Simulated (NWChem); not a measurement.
Species: HSeCl; SMILES Cl[SeH]

```xyz
3

Se    -0.0355    -0.7115     0.0000
H      1.4329    -0.8447     0.0000
Cl    -0.0133     1.4727     0.0000
```
Atoms are numbered in this order, from 1.

Program: NWChem. The geometry was optimised at PBE0/def2-SVP. Vertical excitations in the gas phase; the lowest state need not have the same character in each row.

For level PBE/aug-cc-pVDZ, TDA:

* **lowest excitation, singlet (eV)**: 2.76
* **lowest triplet (eV)**: 2.00
* **orbital gap (eV)**: 2.36

Q: Estimate the same quantities for level Hartree-Fock/aug-cc-pVDZ, CIS.

A: 
* **lowest excitation, singlet (eV)**: 3.35
* **lowest triplet (eV)**: 2.34
* **orbital gap (eV)**: 10.52
